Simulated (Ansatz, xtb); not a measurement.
## A geometry optimisation of Ge2H4Si with r2SCAN-D4/def2-SVP

The starting geometry of this gas-phase triplet was built from a drawn formula by distance geometry and a force field; its bonds are those of `[SiH2]1[Ge][GeH2]1`.

```xyz
7

Ge   -1.3876    2.2061    1.2630
Ge    0.6353    1.8973   -0.1311
Si   -0.7366    0.1760    0.3344
H    -1.5715   -0.2476   -0.8262
H    -0.1804   -0.7772    1.2946
H     1.9502    1.9399    0.6612
H     0.4868    2.5289   -1.5764
```

Problem. Where would you expect an optimisation with r2SCAN-D4/def2-SVP to take it?

Solution. It keeps its bonds, and is `[SiH2]1[Ge][GeH2]1`. Distances that change by over a tenth: Ge2–Si3 (2.25 → 2.51 Å).

The energy falls by 0.60 eV over 8 steps:

| step | E − E(last) (eV) |
| --- | --- |
| 1 | 0.598 |
| 2 | 0.062 |
| 3 | 0.013 |
| 4 | 0.004 |
| 5 | 0.003 |
| 6 | 0.002 |
| 7 | 0.000 |
| 8 | 0.000 |

Final geometry (Å):

```yaml
atoms:
  - { symbol: Ge, position_ang: [-1.4196, 2.3024, 1.3112] }
  - { symbol: Ge, position_ang: [0.5860, 2.1336, -0.0540] }
  - { symbol: Si, position_ang: [-0.8893, 0.1597, 0.4165] }
  - { symbol: H, position_ang: [-1.5370, -0.4359, -0.7955] }
  - { symbol: H, position_ang: [-0.2300, -0.9400, 1.1905] }
  - { symbol: H, position_ang: [2.0193, 1.9897, 0.4976] }
  - { symbol: H, position_ang: [0.6667, 2.5139, -1.5468] }
```

From the same start GFN2-xTB reaches the same bonding as this run.

The end wasn't checked by frequencies. Open shells are spin-unrestricted. The triplet needn't be the ground state. Run with Ansatz 0.2.0, 34 s on 2 threads of Intel(R) Xeon(R) 6975P-C (Granite Rapids), with other jobs on the host.
